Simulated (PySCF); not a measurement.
C₂H₅AlO.

```xyz
9

Al    -0.6090     0.7020     0.0000
H     -1.9388     1.5710     0.0000
C     -0.5409    -1.2349     0.0000
C      0.6382    -1.8784     0.0000
H     -1.4465    -1.8581     0.0000
H      0.7163    -2.9738     0.0000
H      1.5906    -1.3340     0.0000
O      0.9175     1.4671     0.0000
H      1.0715     2.4124     0.0000
```

The structure is a stationary point at PBE0-D3(BJ)/def2-SVP. Other conformers were not sampled.

Calculation: KT2/pcSseg-1 run with PySCF. Non-relativistic, no solvent.

Computed absolute GIAO shielding of each atom: isotropic value and principal components (ppm):
| atom | σ(iso) | σ11 | σ22 | σ33 | span |
|---|---|---|---|---|---|
| Al1 | 391.2 | 362.9 | 378.3 | 432.4 | 69.5 |
| H2 | 26.2 | 23.1 | 23.9 | 31.7 | 8.6 |
| C3 | 48.7 | -58.8 | 36.4 | 168.6 | 227.4 |
| C4 | 40.8 | -77.0 | 39.2 | 160.2 | 237.1 |
| H5 | 25.2 | 23.2 | 25.8 | 26.4 | 3.2 |
| H6 | 24.6 | 22.0 | 24.1 | 27.7 | 5.7 |
| H7 | 24.6 | 22.0 | 23.3 | 28.4 | 6.3 |
| O8 | 251.9 | 137.8 | 295.3 | 322.6 | 184.7 |
| H9 | 28.3 | 22.7 | 23.7 | 38.7 | 16.0 |
